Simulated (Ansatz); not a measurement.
Geometry optimisation, RKS PBE-D4/def2-SVP in Ansatz.

Input:

```yaml
crystal:
  periodic: [false, false, false]
  atoms:
    - { symbol: B, position_ang: [-0.6636, 0.6071, -1.4875] }
    - { symbol: Sb, position_ang: [0.8162, 1.0852, 0.0684] }
    - { symbol: C, position_ang: [0.604, -0.8977, 0.8919] }
    - { symbol: H, position_ang: [-0.9684, -0.4514, -1.7143] }
    - { symbol: H, position_ang: [-1.1972, 1.5307, -2.1274] }
    - { symbol: H, position_ang: [0.18923, 0.25794, -0.76662] }
    - { symbol: H, position_ang: [-0.408, -1.143, 1.0588] }
    - { symbol: H, position_ang: [1.2005, -0.9199, 1.8755] }
    - { symbol: H, position_ang: [1.0966, -1.6186, 0.2546] }
basis:
  gaussian: { orbitals: def2-SVP }
hamiltonian:
  xc: pbe
  dispersion: d4
relax:
  f_tol: 0.02
  max_steps: 50
output:
  orbitals: {}
```

Command:

```bash
$ ansatz run input.yaml --threads 2 --pin off --max-ram 3072MiB --backend cpu --events-out ev --progress --plain --runs-dir out
```

Q: Where does it end, and by what steps?

A: The run converged. The force dipped under the threshold on the way, but the program's further checks kept it going. After 22 steps the energy has fallen by 4.098 eV; H6 moved furthest, 1.02 Å. The start is strongly strained (largest force component 9 eV/Å).

```tsv
step	energy less start (eV)	largest force component (eV/Å)	accepted
0	0.0000	9.134	yes
1	-2.6524	2.326	yes
2	-3.2862	1.173	yes
3	-3.6601	0.785	yes
4	-3.9396	0.490	yes
5	-4.0422	0.416	yes
6	-4.0432	0.441	yes
7	-4.0711	0.083	yes
8	-4.0712	0.095	yes
9	-4.0729	0.060	yes
10	-4.0737	0.017	yes
11	-4.0739	0.008	yes
12	-4.0747	0.073	yes
13	-4.0755	0.100	yes
14	-4.0760	0.299	yes
15	-4.0807	0.155	yes
16	-4.0814	0.247	yes
17	-4.0892	0.188	yes
18	-4.0906	0.148	yes
19	-4.0930	0.211	yes
20	-4.0959	0.100	yes
21	-4.0975	0.022	yes
22	-4.0977	0.014	yes
```

```xyz
9
Properties=species:S:1:pos:R:3
B -0.830 0.744 -1.336
Sb 0.938 0.928 -0.067
C 0.738 -0.991 0.979
H -1.601 -0.187 -1.198
H -1.057 1.668 -2.092
H 0.393 0.188 -1.759
H -0.101 -1.569 0.547
H 0.509 -0.761 2.040
H 1.680 -1.569 0.939
```

Whether the end is a true minimum wasn't checked by a vibrational analysis.

The run took 24 s on 2 threads of Intel(R) Xeon(R) Platinum 8559C (Emerald Rapids) (shared host), peak memory 0.14 GiB.
